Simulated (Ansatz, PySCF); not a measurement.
Reaction (SMILES): CC[Si](Br)(Br)CC [dibromo(diethyl)silane] + 2 C (CH4) + 3 [SiH4] (SiH4) → 2 CC (C2H6) + 2 C[SiH3] + 2 [SiH3]Br
Structures are relaxed separately at B3LYP-D3(BJ)/def2-TZVP in Ansatz (a program for electronic structure), one conformer each, not searched for the lowest. Frequencies are from Ansatz or PySCF.

Wanted: bond separation energy (0 K, with B3LYP-D3(BJ) harmonic zero-point energies), in kcal/mol. Correlated levels leave the core frozen unless marked. No spin-orbit coupling. The frozen core is the preceding noble-gas configuration, with the filled d and f shells of earlier blocks. Non-relativistic. CBS(X,Y): correlation extrapolated as X^-3; Hartree-Fock from the larger set. The bracket is a focal-point correction in the basis named.

| level | program | bond separation energy (kcal/mol) |
|---|---|---|
| HF/def2-SVPD | Ansatz | 5.3 |
| SVWN5/def2-TZVPD | Ansatz | 13.6 |

**Question.** Predict the RI-MP2/CBS(def2-TZVPPD,def2-QZVPPD)+[CCSD(T)-MP2]/def2-TZVPPD result (Ansatz).

**Answer.** 11.7 kcal/mol
